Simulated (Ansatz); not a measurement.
Species: C3H9AlO3 (charge 0, singlet). 
Coordinates optimised at B3LYP-D3(BJ)/def2-TZVP (Ansatz, a program for electronic structure):
```xyz
16

C      2.1951    -1.8171    -0.0297
O      1.5830    -0.5522    -0.1313
Al     0.0000     0.0000     0.0000
O     -0.3385     1.6361    -0.1919
C      0.4427     2.7771    -0.4615
O     -1.2445    -1.0839     0.3232
C     -2.6378    -0.9600     0.4912
H      1.4727    -2.6118     0.1819
H      2.9392    -1.8060     0.7718
H      2.7073    -2.0578    -0.9656
H      0.1020     3.2500    -1.3870
H      1.5052     2.5366    -0.5685
H      0.3339     3.5017     0.3505
H     -2.9253    -1.3181     1.4839
H     -2.9780     0.0751     0.3866
H     -3.1572    -1.5698    -0.2536
```
Charge 0, spin multiplicity 1.

Total electronic energies in hartree. Cores are frozen in the correlated levels unless marked. No spin-orbit coupling. No relativistic terms. Basis-set limits of correlation are two-point, X^-3; Hartree-Fock from the larger set.

| level | program | energy (Eh) |
|---|---|---|
| HF/aug-cc-pV(D+d)Z | Ansatz | -585.53596 |
| RI-HF/cc-pV(T+d)Z | Ansatz | -585.63519 |
| SVWN5/def2-TZVPD | Ansatz | -584.34013 |
| PBE/def2-TZVPD | Ansatz | -587.57010 |
| BLYP/def2-TZVPD | Ansatz | -588.02342 |
| revPBE-D3(BJ)/def2-TZVPD | Ansatz + dftd3 | -587.96970 |
| PBE0-D3(BJ)/def2-TZVPD | Ansatz + dftd3 | -587.62132 |
| PBE0-D4/def2-TZVPD | Ansatz + dftd4 | -587.62153 |
| r2SCANh/def2-TZVPD | Ansatz | ___ |
| wB97M-V/def2-TZVPD | Ansatz | -587.96910 |
| B2GP-PLYP-D4/def2-TZVPD | Ansatz + dftd4 | ___ |
| RPA@PBE/cc-pV(Q+d)Z | Ansatz | -587.85226 |
| SCS-MP2/cc-pV(T+d)Z | Ansatz | -586.93562 |
| CCSD(T)/aug-cc-pV(D+d)Z | Ansatz | -586.73007 |
| CCSD(T)/CBS(cc-pV(T+d)Z,cc-pV(Q+d)Z) | Ansatz | -587.2192 |

Q: Complete the blanks.

A: 
- r2SCANh/def2-TZVPD, energy (Eh): -587.88694
- B2GP-PLYP-D4/def2-TZVPD, energy (Eh): -587.64713
